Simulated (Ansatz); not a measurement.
Geometry optimisation, Ansatz, RKS PBE/def2-SVP.

Input:

```yaml
crystal:
  periodic: [false, false, false]
  atoms:
    - { symbol: Ge, position_ang: [0.0, 0.0, 0.0] }
    - { symbol: C, position_ang: [0.0, 0.0, 1.96] }
    - { symbol: H, position_ang: [-0.9996, -0.3092, 2.3305] }
    - { symbol: H, position_ang: [0.7676, -0.7111, 2.3305] }
    - { symbol: H, position_ang: [0.232, 1.0203, 2.3305] }
    - { symbol: F, position_ang: [1.5842, 0.0, -0.5594] }
    - { symbol: F, position_ang: [-0.7913, 1.3709, -0.5594] }
    - { symbol: F, position_ang: [-0.7913, -1.3709, -0.5594] }
basis:
  gaussian: { orbitals: def2-SVP }
hamiltonian:
  xc: pbe
relax:
  f_tol: 0.02
  max_steps: 40
```

Run as:

```bash
$ ansatz run input.yaml --threads 4 --pin off --max-ram 5120MiB --backend cpu --events-out ev --progress --plain --runs-dir out
```

Question: Where does it end, and by what steps?

Answer: The forces met the threshold. After 3 steps the energy has fallen by 0.242 eV; Ge1 moved furthest, 0.06 Å.

| step | energy less start (eV) | largest force component (eV/Å) | accepted |
| --- | --- | --- | --- |
| 0 | 0.0000 | 3.447 | yes |
| 1 | -0.2012 | 1.454 | yes |
| 2 | -0.2414 | 0.085 | yes |
| 3 | -0.2425 | 0.010 | yes |

```xyz
8
Properties=species:S:1:pos:R:3
Ge 0.000 0.000 0.064
C 0.000 0.000 1.995
H -1.003 -0.294 2.356
H 0.756 -0.722 2.357
H 0.247 1.016 2.356
F 1.600 0.010 -0.618
F -0.808 1.381 -0.619
F -0.791 -1.391 -0.619
```

The run took 7.4 s on 4 threads of Arm Neoverse N1, on a shared host, peak memory 0.15 GiB.
